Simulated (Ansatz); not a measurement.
Geometry optimisation, UKS B3LYP/def2-SVP in Ansatz 0.2.0.

input.yaml

```yaml
crystal:
  periodic: [false, false, false]
  atoms:
    - { symbol: S, position_ang: [-1.44602, -0.93683, 0.17974] }
    - { symbol: S, position_ang: [-0.57785, 0.91468, 0.10917] }
    - { symbol: Te, position_ang: [1.75214, 0.62032, -0.39206] }
    - { symbol: H, position_ang: [-1.87547, -0.99511, -1.08669] }
    - { symbol: H, position_ang: [-0.58816, 2.18736, 0.64262] }
magnetization:
  spin_polarized: true
basis:
  gaussian: { orbitals: def2-SVP }
hamiltonian:
  xc: b3lyp
relax:
  f_tol: 0.02
  max_steps: 50
```

Command:

```bash
$ ansatz run input.yaml --threads 2 --pin off --max-ram 3072MiB --backend cpu --events-out ev --progress --plain --runs-dir out
```

Task: Where does it end, and by what steps?

Result: The run converged. After 9 steps the energy has fallen by 1.637 eV; H5 moved furthest, 0.54 Å.

```
step  energy less start (eV)  largest force component (eV/Å)  accepted
   0                  0.0000                           2.342       yes
   1                 -0.8906                           1.509       yes
   2                 -1.2540                           1.726       yes
   3                 -1.4791                           1.318       yes
   4                 -1.6219                           0.396       yes
   5                 -1.5715                           0.537        no
   6                 -1.6307                           0.415       yes
   7                 -1.6310                           0.105       yes
   8                 -1.6363                           0.059       yes
   9                 -1.6368                           0.007       yes
```

```xyz
5
Properties=species:S:1:pos:R:3
S -1.727 -0.675 0.315
S -0.423 1.077 -0.366
Te 1.964 0.782 -0.352
H -1.877 -1.083 -0.967
H -0.673 1.690 0.823
```

The run took 31 s on 2 threads of Arm Neoverse V2, with other jobs on the host, peak memory 0.23 GiB.
